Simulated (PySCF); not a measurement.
C₂H₆BeFN, SMILES C[N]([Be][F])C. Atoms are numbered in the order given.

```xyz
11

Be     0.0000     0.0000     1.0725
F      0.0000     0.0000     2.4738
N      0.0000     0.0000    -0.4332
C      0.0000    -1.2113    -1.2311
C      0.0000     1.2113    -1.2311
H     -0.8972    -1.2771    -1.8943
H      0.8972    -1.2771    -1.8943
H      0.0000    -2.1143    -0.5856
H      0.8972     1.2771    -1.8943
H     -0.8972     1.2771    -1.8943
H      0.0000     2.1143    -0.5856
```

Geometry optimised at PBE-D3(BJ)/def2-SVP. The structure was generated by enumeration; whether it is a known compound was not checked. Other conformers were not sampled.

Two levels are set side by side: PBE/pcSseg-1 (PySCF) and HF/pcSseg-1 (PySCF). GIAO shifts against CFCl3 (¹⁹F), NH3 (¹⁵N), TMS (¹H), TMS (¹³C) at the same level; non-relativistic, no solvent, atoms listed together averaged. Differences are taken from unrounded values.

| quantity | HF | PBE | PBE minus HF |
|---|---|---|---|
| δ(¹⁹F) of F2 (ppm) | -150.8 | -203.7 | -52.9 |
| δ(¹⁵N) of N3 (ppm) | 13.0 | 43.7 | 30.7 |
| δ(¹³C) of C4, C5 (ppm) | 40.1 | 45.8 | 5.7 |

Rough cost on one machine, each run with all the roots and properties that it gave: HF against PBE within a factor of 2.
